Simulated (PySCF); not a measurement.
The calculation used core-valence-separated Tamm–Dancoff BHandHLYP/aug-pcX-1 (pcseg-1 on H) in PySCF, non-relativistic, gas phase, PBE0-D3(BJ)/def2-SVP geometry. The energies are unshifted.

Main lines of an unknown, eV (oscillator strength): C K: 284.6 (0.006), 284.7 (0.024), 285.3 (0.023), 285.3 (0.050), 285.5 (0.027); B K: 185.9 (0.092). Listed: the first five lines at most of each edge with a tenth or more of its strongest line's intensity; roots within 0.03 eV on the same or equivalent atoms are summed. Only the lowest roots were sought, and the top ones are left out.

Question: Which candidate gives them?
A. `BC1CCCC1`
B. `CB1CCCC1`
C. `B[C@H](C)CC=C`
D. `BC[C@H](C)C=C`

Answer: B. 

- `CB1CCCC1`: C K: 284.6 (0.006), 284.7 (0.024), 285.3 (0.023), 285.3 (0.050), 285.5 (0.027); B K: 185.9 (0.092). First C line listed at 284.6 eV, hole on the sp3 carbon bound to boron; first B line listed at 185.9 eV, hole on the three-coordinate boron.
- `BC1CCCC1`: C K: 283.4 (0.004), 284.7 (0.010), 285.0 (0.023), 285.2 (0.022), 285.5 (0.014); B K: 185.4 (0.089), 191.4 (0.021). First C line listed at 283.4 eV, hole on the sp3 carbon bound to boron; first B line listed at 185.4 eV, hole on the three-coordinate boron.
- `B[C@H](C)CC=C`: C K: 282.6 (0.056), 282.7 (0.065), 285.2 (0.025), 285.4 (0.014), 285.5 (0.007); B K: 185.3 (0.089), 191.4 (0.010). First C line listed at 282.6 eV, hole on the terminal =CH2 carbon (1s→π*); first B line listed at 185.3 eV, hole on the three-coordinate boron.
- `BC[C@H](C)C=C`: C K: 282.6 (0.062), 282.7 (0.061), 284.9 (0.008), 285.2 (0.018), 285.5 (0.009); B K: 185.4 (0.091), 191.3 (0.016). First C line listed at 282.6 eV, hole on the alkene CH carbon (1s→π*); first B line listed at 185.4 eV, hole on the three-coordinate boron.

One conformer each; other structures than these candidates weren't tested.
